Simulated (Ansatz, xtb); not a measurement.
C3H11NSi3: 3 structures ranked

3 gas-phase structures of C3H11NSi3, from a drawn sample of its isomers (lower ones may exist). Each was relaxed with GFN2-xTB; where two conformers were screened, the lower at r2SCAN-D4/def2-SVP is listed:

A. `C#CC[SiH2]N([SiH3])[SiH3]`, a singlet
B. `C=C1C[SiH2]N([SiH3])[SiH2]1`, a singlet
C. `C#C[SiH2]N([SiH3])[SiH2]C`, a singlet

Question: Make a reasoned guess at their ranking by r2SCAN-D4/def2-SVP single-point energy.

Answer: Calculated order at r2SCAN-D4/def2-SVP: B (0.0), C (110.0), A (172.5) kJ/mol.

Energies above the lowest of each column, in kJ/mol; the last columns are at PBE-D3(BJ)/def2-SVP geometries:

| structure | GFN2-xTB | HF/STO-3G | r2SCAN-D4/def2-SVP | PBE-D3(BJ)/def2-SVP | CCSD(T)/def2-SVP + ΔMP2/def2-TZVPP |
| --- | --- | --- | --- | --- | --- |
| B | 0.0 | 0.0 | 0.0 | 0.0 | 0.0 |
| C | 127.8 | 129.4 | 110.0 | 118.9 | 82.3 |
| A | 106.3 | 206.1 | 172.5 | 167.6 | 147.7 |

Every level run on B puts it lowest or level with the lowest. Flexible structures stand in one conformer each, not always the lowest. ΔMP2 is the change of the MP2 energy from the smaller to the larger basis.

Programs: Ansatz 0.2.0, xtb 6.7.1.
